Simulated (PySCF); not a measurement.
# Electron correlation in P⁺ (phosphorus, charge +1)

[Ne] 3s2 3p2, high-spin 3P determinant. Computed with PySCF 2.14 in Sapporo-DZP-2012 (5s4p2d, 27 functions), with the spin-free X2C one-electron Hamiltonian (Gaussian nucleus). Frozen: [Ne]; 4 electrons correlated.

MP2 pair energies summed by pair of shells (mhartree):

```csv
pair,energy,share (%)
3s-3p,-30.41,60.9
3s-3s,-14.03,28.1
3p-3p,-5.49,11.0
```

Total MP2 correlation energy: -49.93 mhartree.

Same-spin part -8.41 and opposite-spin part -41.52 mhartree; SCS-MP2 scales them by 1/3 and 6/5 to -52.63 mhartree.

```csv
level,correlation energy (mhartree)
CCSD,-72.22
(T),-1.00
CCSD(T),-73.22
```

Diagnostics: T1 = 0.0091, D1 = 0.0253, largest double amplitude 0.105.

Cost of the coupled-cluster step: 0.15 s of wall time on 1 thread of Neoverse-V1 (shared host), for 4 correlated electrons.
